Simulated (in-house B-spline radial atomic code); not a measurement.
## Ionising the antimony ion Sb⁸⁺ with different functionals

Computed with a B-spline radial code for spherical atoms: non-relativistic Hamiltonian, point nucleus, spin-polarised at highest spin, spherical fractional occupations for the functionals, and exact exchange of hybrids averaged over the configuration. The ionisation energy is the difference of two self-consistent energies, [Kr] 4d7 → [Kr] 4d6, without Breit or QED terms; ε is the level of the shell that loses the electron (its least bound occupied spin orbital). There is no spin-orbit coupling in this Hamiltonian.

```csv
method,rung,ΔSCF (eV),-ε(4d) (eV)
PBE0,global hybrid,164.38,156.37
B3LYP,global hybrid,164.42,155.76
TPSSh,global hybrid,164.27,154.41
M06-2X,global hybrid,164.70,160.14
BHandHLYP,global hybrid,164.10,159.19
r2SCAN0,global hybrid,164.11,156.26
B97-1,global hybrid,164.51,155.95
HSE06,range-separated hybrid,?,?
wB97X,range-separated hybrid,164.30,158.77
CAM-B3LYP,range-separated hybrid,164.36,157.76
LC-wPBE,range-separated hybrid,?,?
```

Q: What does LC-wPBE give?

A: ΔSCF 164.46 eV, and -ε(4d) = 158.89 eV.

Q: What does HSE06 give?

A: ΔSCF 164.32 eV, and -ε(4d) = 155.89 eV.

Q: Among the functionals, which spreads more, the ΔSCF values or the orbital energies?

A: The orbital energies: ΔSCF values span about 0.60 eV and the orbital energies 5.73 eV; here energy differences depend much less on the functional than eigenvalues do.

Q: How do they compare with the NIST value?

A: NIST lists 162 eV ± 2.2 (tabulated theory, ground level to ground level). Errors run from +2.10 to +2.70 eV; all lie within about twice that uncertainty, so the table can't rank the methods.
